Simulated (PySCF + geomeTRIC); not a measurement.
A geometry relaxed with TPSSh-D3(BJ)/def2-TZVP (PySCF + geomeTRIC), charge 0, multiplicity 2:

```xyz
11

H     -1.8628    -0.9436    -0.0022
H      2.3916    -0.8453     0.0333
C      1.5263    -0.3054    -0.3264
H     -0.9975    -0.2563    -1.4537
H      0.2533    -0.9531     1.2887
C     -1.0614    -0.3174    -0.3746
H     -0.3075     1.7517    -0.1044
C     -0.6525     0.8724     0.4250
H      1.6235     0.2737    -1.2374
C      0.2623    -0.3507     0.3877
H     -1.1687     1.0762     1.3551
```

**Question.** Write the SMILES of this molecule.

**Answer.** `[CH2]C1CC1`
